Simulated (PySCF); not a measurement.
**Electronic absorption of (Cl2Al-mu-H)2**

(Cl2Al-mu-H)2.
Z-matrix (Å and degrees, PBE0-D3(BJ)/def2-SVP geometry), rows numbered from 1:
```
Al
Cl  1  2.0842
Cl  1  2.0834  2  123.74
H   1  1.7327  2  110.41  3   133.93
Al  4  1.7330  1   95.26  2   110.20
Cl  5  2.0831  4  110.16  1  -109.46
Cl  5  2.0840  4  110.63  1   109.84
H   1  1.7316  2  110.77  3  -133.96
```

Level of theory: TDDFT wB97X-D/def2-SVPD, vertical, gas phase, core orbitals frozen in the response (PySCF).

Task: List the vertical singlet excitations with oscillator strengths and describe the spectrum.

Result: 

| state | E (eV) | λ (nm) | ν̃ (cm⁻¹) | f | \|μ\| (D) | main configurations (H = HOMO, L = LUMO) |
| --- | --- | --- | --- | --- | --- | --- |
| S1 | 6.85 | 180.9 | 55280 | 0.0000 | 0.00 | H→L (91%) |
| S2 | 7.12 | 174.1 | 57440 | 0.021 | 0.89 | H-1→L (87%) |
| S3 | 7.27 | 170.6 | 58610 | 0.0000 | 0.00 | H-3→L (77%), H→L+3 (10%) |
| S4 | 7.30 | 169.8 | 58890 | 0.0000 | 0.01 | H-2→L (82%), H-1→L+1 (9%) |
| S5 | 7.33 | 169.0 | 59160 | 0.0000 | 0.03 | H-4→L (84%), H-3→L+1 (9%) |
| S6 | 7.50 | 165.3 | 60500 | 0.163 | 2.39 | H-5→L (82%) |
| S7 | 7.61 | 163.0 | 61360 | 0.0001 | 0.06 | H-6→L (83%) |
| S8 | 7.62 | 162.8 | 61430 | 0.066 | 1.51 | H-7→L (61%), H→L+1 (30%) |
| S9 | 7.81 | 158.8 | 62960 | 0.0001 | 0.05 | H→L+3 (80%), H-3→L (9%) |
| S10 | 8.01 | 154.7 | 64630 | 0.087 | 1.69 | H→L+2 (49%), H-1→L+2 (23%), H-1→L+3 (15%) |
| S11 | 8.02 | 154.6 | 64670 | 0.024 | 0.89 | H-1→L+2 (67%), H→L+2 (13%), H-1→L+3 (12%) |
| S12 | 8.20 | 151.2 | 66140 | 0.0001 | 0.06 | H-2→L+2 (88%) |
| S13 | 8.29 | 149.5 | 66880 | 0.250 | 2.82 | H-1→L+3 (59%), H→L+2 (24%) |
| S14 | 8.33 | 148.8 | 67210 | 0.0005 | 0.13 | H-3→L+2 (56%), H-5→L+3 (24%), H-5→L+2 (9%) |
| S15 | 8.35 | 148.6 | 67310 | 0.0001 | 0.04 | H-5→L+2 (75%) |

Triplets (Tamm–Dancoff): T1 6.47 eV, H→L (84%); T2 6.85 eV, H-1→L (84%); T3 7.01 eV, H-2→L (79%), H-1→L+1 (9%); T4 7.04 eV, H-3→L (72%), H→L+3 (13%).

The lowest singlet lies at 6.85 eV (181 nm, vacuum ultraviolet) and is dark (f under 0.0005); its leading configuration is HOMO→LUMO (91%). The strongest level in the table is S13 at 8.29 eV (150 nm, f = 0.250). S7/S8 and S10/S11 lie within about 0.01 eV of each other in each set. Löwdin shares by element: HOMO chlorine 70% (atoms not listed hold the other 30%); LUMO aluminium 41%, hydrogen 20% (atoms not listed hold the other 39%). Orbital energies (eV): HOMO-3 -11.78, HOMO-2 -11.74, HOMO-1 -11.50, HOMO -11.45, LUMO -0.14, LUMO+1 0.68, LUMO+2 0.80. The oscillator strengths of these states sum to 0.613; summed over the whole spectrum of an exact calculation they would give the number of electrons, 96 (Thomas–Reiche–Kuhn). Weighted by f, the mean energy of these states is 7.92 eV. No computed singlet lies in the visible range (380 to 750 nm); the lowest, at 181 nm, stands 3.59 eV above its violet end (3.26 eV). The vertical ionisation energy (ΔSCF) is 11.69 eV, 3.34 eV above S15. Only the lowest 15 singlets were computed, as vertical energies without vibronic structure.
